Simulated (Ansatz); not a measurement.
Relaxation of a periodic cell of 17 atoms, Si₁₆N (host Si, host structure diamond, interstitial N), to a largest force component of 0.08 eV/Å in at most 25 steps.

The calculation used Ansatz 0.2.0, DFT LDA, scalar-relativistic, plane waves, PAW. Settings: accuracy low, PAW set soft_1, cutoff 420 eV, k mesh 2x2x2, fermi-dirac smearing 0.05 eV, spin collinear.

```xyz
17
Lattice="0.0000 5.4300 5.4300 5.4300 0.0000 5.4300 5.4300 5.4300 0.0000" Properties=species:S:1:pos:R:3
Si 0.000 0.000 0.000
Si 1.357 1.357 1.357
Si 2.715 2.715 0.000
Si 4.072 4.072 1.357
Si 2.715 0.000 2.715
Si 4.072 1.357 4.072
Si 5.430 2.715 2.715
Si 6.787 4.072 4.072
Si 0.000 2.715 2.715
Si 1.357 4.072 4.072
Si 2.715 5.430 2.715
Si 4.072 6.787 4.072
Si 2.715 2.715 5.430
Si 4.072 4.072 6.787
Si 5.430 5.430 5.430
Si 6.787 6.787 6.787
N 6.059 4.744 2.066
```

Question: Where does it end, and by what steps?

Answer: The forces met the threshold. Limits of this set-up: coarse k mesh, PAW files made for another functional, low accuracy level. After 16 steps the energy has fallen by 1.623 eV; N17 moved furthest, 1.13 Å. Parted: Si7–Si8 (2.35 → 3.02 Å).

```csv
step,energy less start (eV),largest force component (eV/Å),accepted
0,0.0000,0.519,yes
1,-0.1080,0.305,yes
2,-0.1581,0.419,yes
3,-0.2857,0.814,yes
4,-0.6693,1.044,yes
5,-0.9470,1.651,yes
6,-1.2730,1.042,yes
7,-1.4378,0.396,yes
8,-1.5170,0.337,yes
9,-1.4961,0.477,no
10,-1.5448,0.137,yes
11,-1.5632,0.147,yes
12,-1.5903,0.302,yes
13,-1.5993,0.633,yes
14,-1.6125,0.377,yes
15,-1.6210,0.092,yes
16,-1.6225,0.053,yes
```

```xyz
17
Lattice="0.0000 5.4300 5.4300 5.4300 0.0000 5.4300 5.4300 5.4300 0.0000" Properties=species:S:1:pos:R:3
Si 0.138 0.180 -0.004
Si 1.495 1.590 1.307
Si 2.805 2.982 -0.070
Si 4.327 4.294 1.456
Si 2.790 0.186 2.667
Si 3.998 1.381 4.244
Si 5.135 2.150 2.430
Si 6.740 4.291 3.838
Si 0.039 2.809 2.697
Si 1.379 4.142 4.088
Si 2.801 5.465 2.774
Si 4.095 6.924 4.085
Si 2.628 2.779 5.528
Si 4.069 4.134 6.795
Si 5.387 5.408 5.322
Si 6.840 6.560 6.695
N 5.695 3.770 2.514
```

Run time: 3.9 min on 1 thread of Arm Neoverse V1 (shared host), peak memory 0.61 GiB.
